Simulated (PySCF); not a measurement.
## Bonding in `C#[C][Ge]([NH2])([F])[F]`

Species: C₂H₃F₂GeN.
Numbering: `[CH:1]#[C:2][Ge:3]([NH2:4])([F:5])[F:6]` (hydrogens: H7 on C1; H8, H9 on N4)

Geometry (PBE0-D3(BJ)/def2-SVP, Å), atoms numbered from 1 in this order:
```
atom  x, y, z in Å
C1     2.078    1.395   -0.293
C2     1.217    0.589   -0.003
Ge3   -0.143   -0.629    0.430
N4    -1.629   -0.338   -0.516
F5     0.367   -2.251    0.160
F6    -0.404   -0.611    2.140
H7     2.846    2.104   -0.550
H8    -1.868    0.632   -0.693
H9    -2.451   -0.884   -0.277
```

Bond orders from the PBE0/pcSseg-1 density (PySCF). Isolated species at its PBE0-D3(BJ)/def2-SVP geometry (one conformer only). The calculation is non-relativistic, for germanium too.

Question: Where do the orders between heavy atoms depart from those drawn in the SMILES?

Answer: The largest departure is 0.337, at C1–C2 (drawn triple, 2.663). Drawn single, order below 0.88: C2–Ge3 (0.795), Ge3–F5 (0.838) and Ge3–F6 (0.827). Drawn double or triple, more than 0.30 short of the drawn order: C1–C2 (2.663).

Question: Give the Mayer order of every bond between heavy atoms, beside its length.

Answer: 
```csv
bond,drawn as,length (Å),Mayer order
C1–C2,triple,1.214,2.663
C2–Ge3,single,1.876,0.795
Ge3–N4,single,1.786,1.022
Ge3–F5,single,1.722,0.838
Ge3–F6,single,1.730,0.827
```

Question: And the bonds to hydrogen?

Answer: C–H: 1.06 (1 bond); H–N: 0.93 (2 bonds).

Question: Sum the orders of all bonds at each heavy atom with more than one neighbour and set the sums beside the valence in the SMILES.

Answer: C1 3.728 (drawn 4), C2 3.458 (drawn 4), Ge3 3.482 (drawn 4), N4 2.885 (drawn 3). Orders between atoms that aren't bonded are not in these sums.

Mayer orders depend on the basis set.
